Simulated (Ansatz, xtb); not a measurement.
System: H₂Te (charge +1, doublet). SMILES of the parent species: [TeH2]
Coordinates optimised at B3LYP-D3(BJ)/def2-TZVP (Ansatz, a program for electronic structure):
```xyz
3

Te    -0.0009     0.0436    -0.0005
H     -1.1634    -1.1566     0.0059
H      1.2085    -1.1094     0.0184
```
Charge +1, spin multiplicity 2.

Harmonic wavenumbers from GFN2-xTB (xtb, at its own minimum), cm⁻¹: 767, 1863, 1898.

Give the harmonic wavenumbers at B3LYP-D3(BJ)/def2-TZVP (Ansatz, finite differences of forces, unscaled).

886, 2106, 2111 cm⁻¹. Zero-point energy 7.3 kcal/mol.

From these and the geometry, give the ideal-gas thermochemistry at 298.15 K and 1 atm (rigid rotor, harmonic oscillator).

Point group C2v, rotational symmetry number 2. Rotational constants 183.9, 178.2, 90.48 GHz. S(trans) 40.49, S(rot) 13.97, S(vib) 0.15, S(elec, spin only) 1.38, S 56.0 cal/(mol K). H(298) - H(0) 2.41 kcal/mol; G - E(el) -7.0 kcal/mol.
